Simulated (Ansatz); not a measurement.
Program: Ansatz. Geometries: PBE0-D4/def2-TZVP. ΔE: electronic, gas phase. CCSD(T)/CBS adds triple-zeta CCSD(T) − MP2 to the extrapolated MP2 energy (def2 sets, frozen cores). DFT in def2-TZVPP. For Ge outer-core shells are correlated without core-valence functions, which leaves a few kJ/mol of doubt a bond. Scalar relativity is left out up to krypton. One conformer a species, not always the lowest.

Reaction (redistribution): `O[SiH2]S[SiH](Cl)Cl` + `C[O][GeH3]` → `Cl[SiH](Cl)[O][GeH3]` + `CS[SiH2]O`

`O[SiH2]S[SiH](Cl)Cl`:

Z-matrix (Å, degrees):
```
Si
S 1 2.156
O 1 1.633 2 112.9
H 1 1.486 2 106.7 3 -123.6
H 1 1.475 2 106.1 3 116.5
Si 2 2.103 1 96.4 3 88.5
H 3 0.960 1 116.9 2 -60.0
Cl 6 2.060 2 111.2 1 -53.7
Cl 6 2.035 2 108.1 1 -173.0
H 6 1.473 2 113.6 1 66.0
```

`C[O][GeH3]`:

```xyz
9

C     1.325   -0.302   -0.196
O     0.046   -0.462   -0.755
Ge   -1.335    0.252    0.111
H     2.046   -0.797   -0.850
H     1.402   -0.756    0.801
H     1.612    0.756   -0.113
H    -1.417   -0.369    1.520
H    -2.558   -0.095   -0.742
H    -1.121    1.774    0.225
```

`Cl[SiH](Cl)[O][GeH3]`:

```xyz
9

Cl    2.559   -0.389    0.241
Si    0.927    0.488    1.112
Cl    0.953    2.470    0.607
O    -0.424   -0.211    0.604
Ge   -1.128   -0.606   -0.996
H     1.042    0.369    2.572
H    -0.580    0.395   -2.020
H    -0.710   -2.045   -1.317
H    -2.640   -0.471   -0.802
```

`CS[SiH2]O`:

```xyz
10

C     0.020   -0.150    1.703
S     1.341    0.017    0.465
Si    0.177    0.498   -1.238
O    -0.850   -0.705   -1.697
H    -0.685   -0.930    1.420
H    -0.506    0.796    1.836
H     0.498   -0.425    2.643
H     1.183    0.814   -2.285
H    -0.721    1.643   -0.960
H    -0.456   -1.558   -1.887
```

Question: Is it downhill or uphill in electronic energy at CCSD(T)/CBS, and by how much? (Best estimate.)

Answer: The calculation gave: Downhill: ΔE = -106.0 kJ/mol.

Question: What do these levels give: PBE0, MP2/def2-TZVPP, CCSD(T)/def2-TZVPP, SCS-MP2/def2-QZVPP, MP2/CBS(def2), CCSD/CBS(def2)? (Estimate.)

Answer: The calculation gave: PBE0 -97.5, MP2/def2-TZVPP -106.9, CCSD(T)/def2-TZVPP -106.5, SCS-MP2/def2-QZVPP -110.6, MP2/CBS(def2) -106.4, CCSD/CBS(def2) -109.7 kJ/mol.

Largest T1 diagnostic among the species: 0.011.

From PBE to PBE0 (25 % exact exchange), in def2-TZVPP and without D4, ΔE moves by −5.8 kJ/mol. In def2-TZVPP, CCSD(T) changes the Hartree–Fock value by +17.4 kJ/mol (the triples alone add +3.7 kJ/mol) and MP2 by +17.0 kJ/mol.
